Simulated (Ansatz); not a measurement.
Stepwise reaction of `Cl[SiH](Cl)I` with methanol, as a gas-phase model of exchange steps in deposition or etching. ΔE in kJ/mol.

Program: Ansatz. Geometries: PBE0-D4/def2-TZVP. ΔE: electronic, gas phase. CCSD(T)/CBS is the MP2 limit (def2-TZVPP, def2-QZVPP) plus CCSD(T) − MP2 in def2-TZVPP, frozen cores. This one scheme is used for every species. Functionals use def2-TZVPP. B3LYP here is the variant with VWN-RPA as its local correlation; programs differ in this. def2 core potentials past Kr. For I outer-core shells are correlated without core-valence functions, which leaves a few kJ/mol of doubt a bond. One conformer a species, not always the lowest.

| step | reaction | PBE-D4 | B3LYP-D4 | ωB97M-V | CCSD(T)/CBS |
| --- | --- | --- | --- | --- | --- |
| 1 | `Cl[SiH](Cl)I` + CH₃OH → `CO[SiH](Cl)I` + HCl | -3.2 | -13.6 | -11.7 | -12.5 |

Task: Give the row of step 2, `CO[SiH](Cl)I` + CH₃OH → `CO[SiH](I)OC` + HCl. (Best estimate.)

Result: The calculation gave: 
| step | reaction | PBE-D4 | B3LYP-D4 | ωB97M-V | CCSD(T)/CBS |
| --- | --- | --- | --- | --- | --- |
| 2 | `CO[SiH](Cl)I` + CH₃OH → `CO[SiH](I)OC` + HCl | -12.5 | -22.3 | -19.2 | -19.8 |

Task: By hand: ΔE of the 2 steps together at CCSD(T)/CBS.

Result: (-12.5) + (-19.8) = -32.3 kJ/mol, or -16.1 kJ/mol a step.

In ΔE each step is lower than the one before. All are downhill at CCSD(T)/CBS. PBE-D4 differs from CCSD(T)/CBS by 7.3 to 9.3 kJ/mol a step. Isolated molecules leave out the surface, adducts and barriers. Largest T1 diagnostic: 0.010.
